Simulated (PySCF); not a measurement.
# Dipole moment and polarisability of `C[Si@@H]1C[C@@H]1F`

Compound: C3H7FSi.
Structure used (PBE0-D3(BJ)/def2-SVP), in Å, numbered top down from 1:
```xyz
12
C3H7FSi angstrom
C      1.546    0.521   -0.879
Si     0.549   -0.217    0.515
C     -1.099   -0.988    0.089
C     -1.211    0.387    0.742
F     -1.700    1.378   -0.068
H      0.859    1.077   -1.536
H      2.300    1.226   -0.498
H      2.058   -0.250   -1.474
H      1.288   -0.716    1.704
H     -1.360   -0.990   -0.978
H     -1.529   -1.840    0.628
H     -1.691    0.413    1.730
```

Level: CAM-B3LYP/def2-SVPD (PySCF), static field, nuclei fixed, core orbitals frozen in the response. The polarisability tensor in these axes (au):

```
x   73.59  2.28 -2.09
y    2.28 57.59 -2.37
z   -2.09 -2.37 59.60
```

Question: What are the eigenvalues, a third of the trace, and Δα (Δα² = ½Σ(αi − αj)² over the three pairs)?

Answer: Principal values 55.98, 60.48 and 74.31 au; mean 63.59 au = 9.42 Å³ = 10.48 × 10⁻⁴⁰ C²·m²/J; Δα = 16.54 au (26 % of the mean).

Question: What is the dipole moment, and where does it point?

Answer: (1.58, -1.15, 0.25) D, 1.97 D in size, pointing from the negative to the positive side. Measured along this direction, the outermost atoms are F5 at the negative end and H9 and H8 at the positive end.

Question: Orientational against electronic polarisability at 250 K (dilute gas, rigid molecules)?

Answer: In Gaussian units μ²/3kT = 37.42 Å³ against 9.42 Å³, a ratio of 3.97; the Debye molar polarisation (4π/3)N_A(α + μ²/3kT) is 118.2 cm³/mol, leaving out the vibrational part.

Question: Refractivity n − 1 of an ideal gas of it at 400 K and 1 atm, from the electronic α?

Answer: N = p/kT = 1.8347 × 10¹⁹ cm⁻³, so n − 1 = 2π × N × 9.42 × 10⁻²⁴ cm³ = 1086 × 10⁻⁶ at long wavelengths.

Question: Along which axes do the principal values lie, and how far do the nuclei extend along each?

Answer: Largest value along (0.97, 0.16, -0.16), where the nuclei span 4.39 Å; middle along (0.22, -0.51, 0.83), 3.70 Å; least along (-0.05, 0.85, 0.53), 2.63 Å. The response follows the extents in order.

Geometry: PBE0-D3(BJ)/def2-SVP; no solvent, vibrations or thermal averaging.
